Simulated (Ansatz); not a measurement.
Harmonic frequencies (cm⁻¹) at PBE0-D4/def2-TZVP from Ansatz: 220, 299, 345, 512, 553, 660, 1005, 1066, 1112, 1236, 1296, 1358, 1414, 1471, 3029, 3810, 3858, 3862.

Each molecule was computed in one conformer, which needn't be the lowest.

Question: Which molecule is it?
A. `S[SiH]1CC1`
B. `BPB(F)Cl`
C. `C#CO[SiH2]F`
D. `OC(O)O`

Answer: D.
